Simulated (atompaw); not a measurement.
# Scattering properties, PAW (atompaw) potential for La

```json
{
 "Element": "lanthanum (La)",
 "Generator": "atompaw 4.2.0.5",
 "Type": "PAW",
 "Functional": "PBE",
 "Relativity": "scalar-relativistic",
 "Frozen core": "[Kr] 4d10 5s2",
 "Valence charge": "9",
 "Reference configuration": "4f0 5p6 5d1 6s2 6p0",
 "Partial waves": "6s (bound): rc 3.00 bohr; 6s channel at 1.5 Ry: rc 3.00 bohr; 5p (bound): rc 3.00 bohr; 6p (bound, empty): rc 3.00 bohr; 5d (bound): rc 3.00 bohr; 5d channel at 0.15 Ry: rc 3.00 bohr; 4f (bound, empty): rc 1.70 bohr; 4f channel at 4.85 Ry: rc 1.70 bohr",
 "Local potential": "troulliermartins scheme with l = 4 at 0.5 Ry, radius 2.65 bohr",
 "Core correction": "smooth core density matched at 2.05 bohr",
 "Augmentation charge": "sinc compensation charge, radius 2.45 bohr; PAW radius 3.00 bohr; waves and projectors: custom polynom gramschmidtortho"
}
```

The phase is arctan(r·u′/u) with u = r·R(r), unwrapped; energies in Ry, scanned from -4 to 5 Ry. A pole is an energy at which the radial function vanishes at the test radius. The pseudo phase is shifted by a multiple of π to meet the all-electron one at the reference energy, and phase errors are pseudo minus all-electron; the curves can meet again beyond the range given. Levels narrower than the energy grid can be missing from the lists of poles.

For each channel, where are the poles, and over which energies does the pseudopotential scatter like the atom?

| channel | radius (bohr) | reference energy (Ry) | poles, all-electron | poles, pseudo | unbroken range about the reference energy with phases within 0.05 rad | phase error 1 Ry above the reference energy (rad) |
| --- | --- | --- | --- | --- | --- | --- |
| s | 3.00 | -0.27 | -2.76, 2.94 | -3.05, 2.91 | -2.6 to 4.4 | -0.001 |
| p | 3.00 | -0.10 | -1.40, 4.16 | -1.40, 3.93 | the whole range | -0.003 |
| d | 3.00 | -0.23 | 0.64 | 0.64 | the whole range | -0.000 |
| f | 3.00 | -0.32 | -0.25, 3.25 | -0.25, 3.31 | below 0.9 | +0.027 |

Note: ghost state, extra bound levels that the all-electron valence spectrum of the same l lacks: s at -43.1 eV. A true bound ghost makes a file unfit for plane-wave use.

Phases in the s channel:

```tsv
E (Ry)	all-electron	pseudo
-4.00	1.359	1.339
-3.52	1.313	1.215
-3.04	0.952	-1.585
-2.56	-1.689	-1.732
-2.08	-1.775	-1.785
-1.60	-1.833	-1.836
-1.12	-1.906	-1.907
-0.64	-2.031	-2.032
-0.16	-2.325	-2.325
0.32	-3.217	-3.218
0.80	-4.138	-4.139
1.28	-4.444	-4.444
1.76	-4.573	-4.573
2.24	-4.645	-4.645
2.72	-4.694	-4.696
3.20	-4.733	-4.737
3.68	-4.767	-4.778
4.16	-4.803	-4.831
4.64	-4.844	-4.944
```
